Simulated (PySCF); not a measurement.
**Working out the ionisation energy of Cu⁺**

Cu⁺ [Ar] 3d10 (1S) → Cu²⁺ [Ar] 3d9 (2D). Calculation: PySCF 2.14, in cc-pVTZ-DK (7s6p4d2f1g, 68 functions); the spin-free X2C one-electron Hamiltonian (Gaussian nucleus). Frozen: [Ar]. Energies in hartree (1 hartree = 27.21139 eV):

```csv
part,Cu⁺ (lower),Cu²⁺ (upper)
UHF,-1652.907163,-1652.277061
MP2 opposite-spin,-0.300444,-0.218605
MP2 same-spin,-0.173971,-0.125411
```

Question: What does Hartree-Fock give?

Answer: (-1652.277061) − (-1652.907163) = 0.630102 hartree = 17.146 eV.

Question: What do MP2 and SCS-MP2 (6/5 opposite-spin, 1/3 same-spin) give?

Answer: The opposite-spin parts differ by 2.227 eV and the same-spin parts by 1.321 eV. MP2: 17.146 + (2.227) + (1.321) = 20.694 eV. SCS-MP2: 17.146 + 1.2 × (2.227) + (1.321)/3 = 20.259 eV.

Reference: 20.292 eV (measured; NIST Atomic Spectra Database, ionization energies), between the lowest levels; spin-orbit coupling is absent from the calculation.

What remains against the reference includes basis incompleteness, the frozen core and correlation beyond second order.
